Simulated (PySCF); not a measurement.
Computed IR spectrum (relative IR intensity) of a molecule C3H9OSi, multiplicity 2. The structure is a stationary point at B3LYP-D3(BJ)/def2-SVP. One conformer was computed; it need not be the lowest. All values below come from B3LYP-D3(BJ)/def2-SVP (PySCF). Frequencies are harmonic and unscaled.

Lines under 2 % of the strongest are left out, and lines within 2 cm⁻¹ are merged.

```csv
ν (cm⁻¹),relative intensity
269,3.9
300,3.1
671,4.1
708,2.2
723,12
773,31
826,31
856,37
1149,100
1208,46
1248,7.3
1258,7.3
1438,4.4
1474,5.7
1478,6.5
2981,39
3013,2.8
3019,2.7
3045,23
3095,16
3104,2.7
3110,3.3
3124,2.9
3133,2.1
```

Problem. Which structure fits?
(A) CO[Si](C)C
(B) CCO[SiH]C
(C) C[Si](C)(C)[O]
(D) [CH2][Si](C)(C)O

Solution. A, CO[Si](C)C
